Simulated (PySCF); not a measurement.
**UHF on Ge²⁺ (germanium, charge +2)**

Configuration: [Ar] 3d10 4s2, closed-shell 1S. All numbers are calculated (PySCF 2.14, scalar relativity by spin-free X2C-1e, in jorge-DZP-DKH (8s6p2d1f, 43 functions)).

- Total energy: -2096.109604 hartree
- One-electron energy: -2899.7808 hartree
- Hartree (Coulomb) energy: 881.7773 hartree
- Exchange energy: -78.1061 hartree
- ⟨S²⟩: 0.0000
- ⟨L²⟩: 0.000
- Sum of ⟨r⟩: 17.94 bohr
- Sum of ⟨r²⟩: 19.85 bohr²
- Langevin diamagnetic susceptibility: -15.7 ×10⁻⁶ cm³/mol
- Time after the integrals: 0.12 s of wall time on 1 thread of Neoverse-V1 (shared host)

```csv
shell,electrons,mean orbital energy (hartree),"rms radius, mean of both spins (bohr)"
1s,2,-411.56521,0.0542
2s,2,-54.15015,0.227
2p,6,-47.25462,0.203
3s,2,-8.13299,0.668
3p,6,-5.93543,0.701
3d,10,-2.32238,0.806
4s,2,-1.18882,2.14
```

Densities and radii are taken from the X2C orbitals without a picture-change correction, which distorts them close to the nucleus.
